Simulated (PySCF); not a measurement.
**Working out the ionisation energy of Se²⁰⁺**

Se²⁰⁺ [Ne] 3s2 3p2 (3P) → Se²¹⁺ [Ne] 3s2 3p1 (2P). Computed with PySCF 2.14 in an even-tempered Gaussian basis (18 s from 1.9 bohr⁻², ratio 2.5; 12 p from 2.4 bohr⁻², ratio 2.5; 5 d from 11 bohr⁻², ratio 2.7; 4 f from 17 bohr⁻², ratio 2.7), with the spin-free X2C one-electron Hamiltonian (Gaussian nucleus). Frozen: 1s2; the 22 highest virtual orbitals dropped. Energies in hartree (1 hartree = 27.21139 eV):

```tsv
part	Se²⁰⁺ (lower)	Se²¹⁺ (upper)
UHF	-2193.915289	-2163.018928
CCSD correlation	-0.488288	-0.469697
(T)	-0.002045	-0.002001
```

Problem. What does Hartree-Fock give?

Solution. (-2163.018928) − (-2193.915289) = 30.896361 hartree = 840.733 eV.

Problem. What do CCSD and CCSD(T) give?

Solution. The CCSD correlation energies differ by 0.018591 hartree = 0.506 eV and the triples by 0.000044 hartree = 0.001 eV, so CCSD gives 841.239 eV and CCSD(T) 841.240 eV.

Reference: 845.8 ± 2 eV (semi-empirical (NIST evaluation); NIST Atomic Spectra Database, ionization energies), between the lowest levels; spin-orbit coupling is absent from the calculation.

What remains against the reference includes basis incompleteness, the frozen core and higher excitations.
